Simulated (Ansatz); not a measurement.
Consider the ligand exchange at the Sn–F bond: `C[O][Sn][F]` + CH₃SH → `C[O][Sn][S]C` + H–F.

Isolated molecules relaxed with PBE0-D4/def2-TZVP in Ansatz; ΔE leaves out vibrations. CCSD(T)/CBS is the MP2 limit (def2-TZVPP, def2-QZVPP) plus CCSD(T) − MP2 in def2-TZVPP, frozen cores. This one scheme is used for every species. Functionals use def2-TZVPP. def2 core potentials past Kr. For Sn outer-core shells are correlated without core-valence functions, which leaves a few kJ/mol of doubt a bond. Each species was taken in one conformer, which may not be the lowest.

Problem. Is it downhill or uphill in electronic energy at CCSD(T)/CBS, and by how much? (Best estimate.)

Solution. Ansatz gave: Uphill: ΔE = +6.5 kcal/mol.

Problem. What do these levels give: PBE-D4, revPBE-D4, PBE0-D4, r2SCANh-D4, ωB97X-V, PBE-QIDH, revPBE, BLYP, HF/def2-SVP, MP2/def2-SVP, CCSD/def2-SVP, HF/CBS(def2)? (An estimate is asked.)

Solution. Ansatz gave: PBE-D4 6.5, revPBE-D4 5.8, PBE0-D4 5.7, r2SCANh-D4 7.7, ωB97X-V 10.7, PBE-QIDH 6.3, revPBE 10.1, BLYP 12.8, HF/def2-SVP 11.3, MP2/def2-SVP 8.7, CCSD/def2-SVP 9.9, HF/CBS(def2) 13.1 kcal/mol.

Largest T1 diagnostic among the species: 0.017.

In def2-TZVPP, CCSD(T) changes the Hartree–Fock value by −5.6 kcal/mol (the triples alone add −1.2 kcal/mol) and MP2 by −7.1 kcal/mol. From PBE to PBE0 (25 % exact exchange), in def2-TZVPP and without D4, ΔE moves by −1.0 kcal/mol.
